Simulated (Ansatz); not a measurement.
Ansatz (a quantum-chemistry and plane-wave program) input file for 1,1,1,2-tetrafluoroethane (C₂H₂F₄), SMILES FC(F)(F)CF, PBE0-D3(BJ)/def2-SVP. 

Ansatz 0.2 input:
```yaml
crystal:
  periodic: [false, false, false]
  atoms:
    - {symbol: F, position_ang: [0.16031646, 1.96050281, -0.00000001]}
    - {symbol: C, position_ang: [-0.73783692, 0.92370700, 0.00000001]}
    - {symbol: C, position_ang: [-0.00270547, -0.41202175, 0.00000000]}
    - {symbol: F, position_ang: [0.77727415, -0.55134813, 1.09024869]}
    - {symbol: F, position_ang: [0.77727411, -0.55134814, -1.09024872]}
    - {symbol: F, position_ang: [-0.91452039, -1.41386103, 0.00000002]}
    - {symbol: H, position_ang: [-1.37992228, 0.96718943, 0.90633105]}
    - {symbol: H, position_ang: [-1.37992231, 0.96718942, -0.90633099]}
basis:
  gaussian:
    orbitals: def2-SVP
hamiltonian:
  xc: pbe0
  dispersion: d3bj
relax: {f_tol: 0.002, max_steps: 200}
```

Program output:

```
WARN ansatz: RAYON_NUM_THREADS=1 ignored (pool sized by the plan → 1); use --threads N
Functional definition: PBE0
integrals: 0.04 GiB planned
1002 factors; integrals over basis functions are off by at most 2.6e-4 eV
mean field: 0.36 GiB planned
mean field evaluation 1: about -12948.9456 eV, gradient 4.0e1 eV
mean field evaluation 2: about -12947.7774 eV, gradient 4.9e1 eV
mean field evaluation 4: about -12951.4177 eV, gradient 1.4e0 eV
mean field evaluation 8: about -12951.4701 eV, gradient 4.8e-2 eV
mean field evaluation 16: about -12951.4701 eV, gradient 8.8e-6 eV
mean field -12951.47011428 eV, -475.9577478780 hartree, gradient 8.8e-6 eV, S^2 0.000000; 0 other end points of the search recorded, 0 dependent functions left out
the calculation of the forces begins
reference -12951.47012807 eV, -475.9577483849 hartree; 25, 25 occupied and 69, 69 virtual orbitals, 1002 factors
relax step   1: F+E_penalty+E_count = -12951.56193880 eV  Δ(F+E_penalty+E_count) = +0.000e0 eV  max|allowed force component| = 7.596e-1 eV/Å  Δτ_max = 0.0000 Å  (27 SCF iters, accepted)
these checks for a lower state are left out or cut short: starts, cluster_reference, orbital_swaps, neighbouring_geometries, increment
integrals: 0.04 GiB planned
1002 factors; integrals over basis functions are off by at most 2.5e-4 eV
mean field: 0.36 GiB planned
mean field -12951.50243288 eV, -475.9589355647 hartree, gradient 1.8e-5 eV, S^2 0.000000; 0 other end points of the search recorded, 0 dependent functions left out
the calculation of the forces begins
reference -12951.50244666 eV, -475.9589360710 hartree; 25, 25 occupied and 69, 69 virtual orbitals, 1002 factors
relax step   2: F+E_penalty+E_count = -12951.59452792 eV  Δ(F+E_penalty+E_count) = -3.259e-2 eV  max|allowed force component| = 2.929e-1 eV/Å  Δτ_max = 0.0157 Å  (30 SCF iters, accepted)
these checks for a lower state are left out or cut short: starts, cluster_reference, orbital_swaps, neighbouring_geometries, increment
integrals: 0.04 GiB planned
1002 factors; integrals over basis functions are off by at most 2.4e-4 eV
mean field: 0.36 GiB planned
mean field evaluation 32: about -12951.5070 eV, gradient 1.8e-5 eV
mean field -12951.50699657 eV, -475.9591032770 hartree, gradient 1.8e-5 eV, S^2 0.000000; 0 other end points of the search recorded, 0 dependent functions left out
the calculation of the forces begins
reference -12951.50701032 eV, -475.9591037826 hartree; 25, 25 occupied and 69, 69 virtual orbitals, 1002 factors
relax step   3: F+E_penalty+E_count = -12951.59922804 eV  Δ(F+E_penalty+E_count) = -4.700e-3 eV  max|allowed force component| = 3.401e-2 eV/Å  Δτ_max = 0.0084 Å  (30 SCF iters, accepted)
these checks for a lower state are left out or cut short: starts, cluster_reference, orbital_swaps, neighbouring_geometries, increment
integrals: 0.04 GiB planned
1002 factors; integrals over basis functions are off by at most 2.4e-4 eV
mean field: 0.36 GiB planned
mean field -12951.50703736 eV, -475.9591047764 hartree, gradient 7.1e-6 eV, S^2 0.000000; 0 other end points of the search recorded, 0 dependent functions left out
the calculation of the forces begins
reference -12951.50705112 eV, -475.9591052820 hartree; 25, 25 occupied and 69, 69 virtual orbitals, 1002 factors
relax step   4: F+E_penalty+E_count = -12951.59926439 eV  Δ(F+E_penalty+E_count) = -3.635e-5 eV  max|allowed force component| = 1.143e-2 eV/Å  Δτ_max = 0.0009 Å  (23 SCF iters, accepted)
these checks for a lower state are left out or cut short: starts, cluster_reference, orbital_swaps, neighbouring_geometries, increment
integrals: 0.04 GiB planned
1002 factors; integrals over basis functions are off by at most 2.4e-4 eV
mean field: 0.36 GiB planned
mean field -12951.50704272 eV, -475.9591049731 hartree, gradient 4.8e-5 eV, S^2 0.000000; 0 other end points of the search recorded, 0 dependent functions left out
the calculation of the forces begins
reference -12951.50705647 eV, -475.9591054786 hartree; 25, 25 occupied and 69, 69 virtual orbitals, 1002 factors
relax step   5: F+E_penalty+E_count = -12951.59926908 eV  Δ(F+E_penalty+E_count) = -4.695e-6 eV  max|allowed force component| = 2.078e-3 eV/Å  Δτ_max = 0.0004 Å  (20 SCF iters, accepted)
these checks for a lower state are left out or cut short: starts, cluster_reference, orbital_swaps, neighbouring_geometries, increment
integrals: 0.04 GiB planned
1002 factors; integrals over basis functions are off by at most 2.4e-4 eV
mean field: 0.36 GiB planned
mean field -12951.50704223 eV, -475.9591049554 hartree, gradient 1.8e-5 eV, S^2 0.000000; 0 other end points of the search recorded, 0 dependent functions left out
the calculation of the forces begins
reference -12951.50705599 eV, -475.9591054609 hartree; 25, 25 occupied and 69, 69 virtual orbitals, 1002 factors
relax step   6: F+E_penalty+E_count = -12951.59926935 eV  Δ(F+E_penalty+E_count) = -2.710e-7 eV  max|allowed force component| = 3.390e-4 eV/Å  Δτ_max = 0.0002 Å  (19 SCF iters, accepted)
integrals: 0.04 GiB planned
1002 factors; integrals over basis functions are off by at most 2.4e-4 eV
mean field: 0.36 GiB planned
mean field evaluation 64: about -12951.5070 eV, gradient 9.8e-5 eV
mean field -12951.50704223 eV, -475.9591049554 hartree, gradient 1.8e-5 eV, S^2 0.000000; 1 other end points of the search recorded, 0 dependent functions left out
the calculation of the forces begins
reference -12951.50705599 eV, -475.9591054609 hartree; 25, 25 occupied and 69, 69 virtual orbitals, 1002 factors
Total energy: -12951.59928311 eV, -475.9624947450 hartree
Atom 0 at     0.157243     1.938378    -0.000000 Å, force    -0.000194    -0.000296    -0.000000 eV/Å
Atom 1 at    -0.736436     0.917416     0.000000 Å, force     0.000207     0.000327    -0.000000 eV/Å
Atom 2 at    -0.005811    -0.407739     0.000000 Å, force     0.000289    -0.000019    -0.000000 eV/Å
Atom 3 at     0.764430    -0.543192     1.075951 Å, force    -0.000094     0.000089    -0.000036 eV/Å
Atom 4 at     0.764430    -0.543192    -1.075951 Å, force    -0.000094     0.000089     0.000036 eV/Å
Atom 5 at    -0.901968    -1.398342     0.000000 Å, force    -0.000124    -0.000275     0.000000 eV/Å
Atom 6 at    -1.370965     0.963340     0.899448 Å, force     0.000005     0.000042     0.000339 eV/Å
Atom 7 at    -1.370965     0.963340    -0.899448 Å, force     0.000005     0.000042    -0.000339 eV/Å
Dipole moment:    -0.387483     0.088416     0.000000 e Å
```

The run converged.
